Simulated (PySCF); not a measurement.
## How methods differ on the ionisation energy of Cs⁵³⁺

Cs⁵³⁺ 1s2 (1S) → Cs⁵⁴⁺ 1s1 (2S), as a difference of total energies. Calculation: PySCF 2.14, in an uncontracted even-tempered set (17 s from 120 bohr⁻², ratio 2.2; 7 p from 180 bohr⁻², ratio 2.4; 4 d from 540 bohr⁻², ratio 2.4; 3 f from 810 bohr⁻², ratio 2.4; 3 g from 1200 bohr⁻², ratio 2.4); scalar relativity by spin-free X2C-1e. Correlated levels: nothing frozen; virtual orbitals above 40 to 60 times the deepest correlated orbital energy dropped. The calculations carry no spin-orbit coupling.

```json
{"method": "UHF", "ionisation energy (eV)": "41935.4"}
{"method": "PBE", "ionisation energy (eV)": "41932.8"}
{"method": "PBE0", "ionisation energy (eV)": "41933.7"}
{"method": "r2SCAN", "ionisation energy (eV)": "41939.8"}
{"method": "BLYP", "ionisation energy (eV)": "41939.1"}
{"method": "MP2 (all electrons)", "ionisation energy (eV)": "41937.0"}
{"method": "SCS-MP2 (all electrons)", "ionisation energy (eV)": "41937.4"}
```

Task: Estimate what TPSSh gives.

Result: 41939.4 eV, closest to BLYP among the rows shown.

Task: Estimate what LDA gives.

Result: 41872.6 eV, closest to PBE among the rows shown.

For this ion Breit and QED terms and the two-electron picture change, all absent here, outweigh the differences among the correlated methods.

For comparison: 41861.1 eV (theoretical estimate listed by NIST; NIST Atomic Spectra Database, ionization energies).
